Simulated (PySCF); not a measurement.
# [Lu(H2O)7]3+ at several levels of theory

Computed with PySCF 2.14.0 (density fitting, no spin-orbit coupling) at the geometry relaxed with r2SCAN:

```xyz
22
[Lu(H2O)7]3+ (singlet in the valence; each metal's 4f electrons, 14 of them, lie in its core potential, out of spins and levels)
Lu    0.0004    0.0000    0.0000
O    -0.0062    0.0000    2.3123
H     0.7591    0.0000    2.9224
H    -0.7759    0.0000    2.9171
O    -0.0062    0.0000   -2.3123
H     0.7591    0.0000   -2.9224
H    -0.7759    0.0000   -2.9171
O     2.3959    0.0000    0.0000
H     3.0031    0.0000    0.7634
H     3.0031    0.0000   -0.7634
O     0.7378    2.2597    0.0000
H     0.9014    2.8375    0.7685
H     0.9014    2.8375   -0.7685
O    -1.9299    1.4073    0.0000
H    -2.3945    1.7942    0.7654
H    -2.3945    1.7942   -0.7654
O    -1.9299   -1.4073    0.0000
H    -2.3945   -1.7942    0.7654
H    -2.3945   -1.7942   -0.7654
O     0.7378   -2.2597    0.0000
H     0.9014   -2.8375    0.7685
H     0.9014   -2.8375   -0.7685
```

```csv
level,basis,state,HOMO (eV),gap (eV),charge on Lu1 (e),population of f-type functions on Lu1 (polarisation alone where 4f lies in the core),dipole about the centre of mass (D),largest force component (eV/Å)
r2SCAN,"Lu lcecp-1-SVP with ECP60, O def2-SVP, H def2-SVP",singlet,-19.42,6.14,1.07,0.05,0.00,0.07
r2SCAN,"Lu lcecp-1-TZVP with ECP60, O def2-TZVP, H def2-TZVP",singlet,-19.49,6.15,1.71,0.06,0.00,0.25
```

In the lcecp rows the 4f levels are missing from HOMO and gap, and the state counts the valence alone.

Charges are Mulliken's, which hang on the basis. The relaxation used the grid (50, 194), these runs (75, 302) or, all-electron (x2c bases, spin-free X2C Hamiltonian), (99, 590).

Task: Order these levels, in the first row's basis, by the HOMO–LUMO gap they give here, smallest first.
A. B3LYP
B. HF
C. BP86
D. TPSSh

Result: C (5.35 eV), D (6.93 eV), A (7.74 eV), B (16.86 eV).

Task: And their other results?

Result: 
```json
{"level": "HF", "state": "singlet", "HOMO (eV)": "-25.78", "gap (eV)": "16.86", "charge on Lu1 (e)": "1.67", "population of f-type functions on Lu1 (polarisation alone where 4f lies in the core)": "0.05", "dipole about the centre of mass (D)": "0.01", "largest force component (eV/Å)": "1.54"}
{"level": "B3LYP", "state": "singlet", "HOMO (eV)": "-20.54", "gap (eV)": "7.74", "charge on Lu1 (e)": "0.99", "population of f-type functions on Lu1 (polarisation alone where 4f lies in the core)": "0.05", "dipole about the centre of mass (D)": "0.01", "largest force component (eV/Å)": "0.05"}
{"level": "TPSSh", "state": "singlet", "HOMO (eV)": "-19.84", "gap (eV)": "6.93", "charge on Lu1 (e)": "1.04", "population of f-type functions on Lu1 (polarisation alone where 4f lies in the core)": "0.05", "dipole about the centre of mass (D)": "0.00", "largest force component (eV/Å)": "0.16"}
{"level": "BP86", "state": "singlet", "HOMO (eV)": "-19.05", "gap (eV)": "5.35", "charge on Lu1 (e)": "0.84", "population of f-type functions on Lu1 (polarisation alone where 4f lies in the core)": "0.05", "dipole about the centre of mass (D)": "0.01", "largest force component (eV/Å)": "0.48"}
```

In the first row's basis the gap widens with exact exchange: 5.3 to 6.1 eV for BP86, r2SCAN (none); 6.9 to 7.7 eV for TPSSh, B3LYP (a fixed share); 16.9 eV for Hartree–Fock (rising or full at long range).

No frequency check is given that shows the relaxed geometry to be a minimum. An lcecp potential fixes the number of 4f electrons, so in runs with it no electron can move into or out of that shell.
